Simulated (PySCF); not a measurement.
# One molecule, several mistakes: BC2H6O

Calculated results; nothing here was measured. They come from PySCF 2.14.0, an open-source quantum chemistry program, on an isolated molecule that a program drew, which may never have been made. The molecule is BC2H6O (charge 0, doublet), drawn as the SMILES string `BO[CH]C`.

Each row is a Hartree-Fock (HF) and frozen-core CCSD(T) single point in the cc-pVDZ basis, meant for a local HF minimum. Run 1 is clean. Each other run has one planted mistake out of seven kinds, and not every kind appears here: one electron removed, one electron added, multiplicity raised by two, geometry at a saddle point, minimal basis STO-3G, one bond length entered in bohr, all coordinates scaled. The reference is restricted for singlets and unrestricted otherwise, and also for a bond in bohr. Adding or removing an electron swaps singlet and doublet. Electrons count all cores. HOMO and LUMO are orbital energies over both spins, the gradient is its largest component, and the lowest frequency (negative if imaginary) is given only where the gradient is small. Bond lengths are over the 9 bonds as drawn. T1 is the CCSD diagnostic: over 0.02 (restricted) or 0.045 (unrestricted) a single reference is doubtful.

Geometry of the clean run:
```xyz
10
BC2H6O, angstrom
B    -0.9255    0.0792    0.9077
O    -0.1833    0.6657   -0.0507
C    -0.4037    0.5011   -1.3936
C     0.7313    0.9109   -2.2669
H    -1.8179   -0.6726    0.6144
H    -0.6514    0.3360    2.0450
H    -1.0482   -0.3301   -1.6614
H     0.4309    0.8832   -3.3150
H     1.5946    0.2458   -2.1409
H     1.0559    1.9238   -2.0212
```

| run | electrons | basis functions | <S^2> | HOMO (eV) | LUMO (eV) | gradient (hartree/bohr) | lowest frequency (cm^-1) | mean bond (Å) | longest bond (Å) | T1 | HF (hartree) | CCSD(T) (hartree) | mistake |
|---|---|---|---|---|---|---|---|---|---|---|---|---|---|
| 1 | 31 | 86 | 0.760 | -9.20 | 3.12 | 2.8e-05 | 88 | 1.2192 | 1.490 | 0.0171 | -178.77170 | -179.36311 | no fault |
| 2 | 32 | 86 | 0.000 | 0.64 | 8.68 | 5.4e-02 | - | 1.2192 | 1.490 | 0.0374 | -178.68145 | -179.32999 | one electron added |
| 3 | 31 | 26 | 0.762 | -7.66 | 7.14 | 4.2e-02 | - | 1.2192 | 1.490 | 0.0196 | -176.51747 | -176.74450 | minimal basis STO-3G |
| 4 | 30 | 86 | 0.000 | -18.12 | -5.79 | 1.4e-01 | - | 1.2192 | 1.490 | 0.0188 | -178.49593 | -179.07884 | ? |
| 5 | 31 | 86 | 0.762 | -9.43 | 3.00 | 2.4e-02 | - | 1.2618 | 1.542 | 0.0180 | -178.76099 | -179.35953 | ? |

**Which mistake was planted in run 4, and what did it cost?**

It counts 30 electrons, one fewer than the clean run, at the same geometry and basis. So the mistake is: one electron removed. Subtracting run 1 and multiplying by 627.51 kcal/mol a hartree, the energy moved by 173.0 kcal/mol in HF and 178.4 kcal/mol in CCSD(T).

**Which mistake was planted in run 5, and what did it cost?**

The mean and the longest bond both change by the same factor, 1.035, and the gradient is no longer small. So the mistake is: all coordinates scaled. Subtracting run 1 and multiplying by 627.51 kcal/mol a hartree, the energy moved by 6.7 kcal/mol in HF and 2.2 kcal/mol in CCSD(T).

Cautions from the logs. Run 2: T1 is over the limit, so its CCSD(T) energy is less reliable and the HOMO is above zero, so the electron isn't bound and the energy depends on the basis.
